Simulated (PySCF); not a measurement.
AuClH3N, SMILES [NH3]->[Au][Cl], multiplicity 1.

Geometry: B3LYP-D3(BJ)/def2-TZVP. The multiplicity is an assumed one; other spin states were not compared. The def2 effective core potentials stand for the cores of Au; spin–orbit coupling is left out.

Level of theory: PySCF with CAM-B3LYP/def2-TZVPD.

Symmetry labels are those of the subgroup Cs that the program uses (full group C3v).

List the valence orbital energies around the gap with their symmetry. (An estimate is asked for; the answer gives what the named calculation found.)


```tsv
orbital	symmetry	energy (eV)
HOMO−7	A'	-10.98
HOMO−6	A"	-10.98
HOMO−5	A'	-10.76
HOMO−4	A'	-10.01
HOMO−3	A"	-10.01
HOMO−2	A'	-8.86
HOMO−1	A'	-8.33
HOMO	A"	-8.33
LUMO	A'	-0.53
LUMO+1	A'	0.95
LUMO+2	A"	0.95
LUMO+3	A'	1.42
```
